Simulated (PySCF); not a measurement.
# `InChI=1S/C4H6O2S/c1-3(5)4(2)7-6/h7H,2H2,1H3`

Cartesian coordinates in Å; atom numbers follow the order of the lines, from 1:
```xyz
13

C    -0.507    1.083    0.960
C    -0.490    0.310   -0.115
S    -1.952    0.314   -1.236
O    -2.981    1.074   -0.530
C     0.587   -0.539   -0.658
C     1.818   -0.717    0.187
O     0.442   -1.057   -1.743
H     0.315    1.177    1.649
H    -1.399    1.656    1.167
H    -2.197   -1.038   -0.887
H     2.309    0.245    0.322
H     2.503   -1.404   -0.302
H     1.546   -1.103    1.167
```

The calculation used TDDFT wB97X-D/aug-cc-pVDZ excited states, vertical, gas phase (PySCF). Geometry: GFN2-xTB.

Problem. Give the one- and two-photon strengths of the lowest singlets.

Solution. δ for parallel linear polarisation; σ at the peak of a Lorentzian of half width 0.1 eV, single beam; Ω is circular over linear.
| state | E (eV) | f | photon λ (nm) | δ (au) | σ (GM) | Ω | main |
| --- | --- | --- | --- | --- | --- | --- | --- |
| S1 | 3.76 | 0.003 | 659 | 13.6 | 0.07 | 0.83 | HOMO→LUMO 0.52, HOMO−1→LUMO 0.31 |
| S2 | 4.57 | 0.022 | 542 | 80.9 | 0.62 | 0.81 | HOMO→LUMO 0.45, HOMO−1→LUMO 0.27 |
| S3 | 5.33 | 0.006 | 466 | 16.8 | 0.17 | 1.18 | HOMO−2→LUMO 0.51, HOMO−1→LUMO 0.38 |
| S4 | 5.52 | 0.013 | 450 | 24.7 | 0.28 | 1.32 | HOMO→LUMO+2 0.39, HOMO→LUMO+1 0.30 |
| S5 | 6.21 | 0.043 | 400 | 11.3 | 0.16 | 0.61 | HOMO→LUMO+6 0.38, HOMO→LUMO+7 0.21 |

Among these, the strongest one-photon state is S5, the strongest two-photon state S2, with a dipole change of 4.8 D (relaxed, norm of the difference vector).
